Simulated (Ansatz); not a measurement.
All numbers were calculated with Ansatz.

A structure relaxed at PBE0-D4/def2-TZVP, charge 0, multiplicity 1:

```xyz
14

O     1.765   -0.734    2.057
C     1.318   -1.317    0.845
In   -0.083    0.047   -0.115
Si   -0.667    2.304    0.983
Ge   -1.143   -0.734   -2.380
H     2.385   -1.335    2.480
H     2.146   -1.510    0.149
H     0.808   -2.276    1.012
H    -0.926    3.352   -0.044
H    -1.919    2.146    1.778
H     0.395    2.804    1.897
H    -1.692   -2.174   -2.297
H    -0.087   -0.737   -3.507
H    -2.301    0.163   -2.859
```

Give its formula and SMILES.

CH9GeInOSi, `O[CH2][In]([SiH3])[GeH3]`.

Point group (tolerance 0.08 Å, 0.16 Å for H)?

C1.

Summarise the bond lengths by kind.

1 × C–O 1.417 Å; 1 × H–O 0.961 Å; 1 × C–In 2.178 Å; 2 × C–H 1.099 Å; 1 × In–Si 2.577 Å; 1 × Ge–In 2.620 Å; 3 × H–Si 1.488 to 1.492 Å; 3 × Ge–H 1.541 to 1.544 Å.
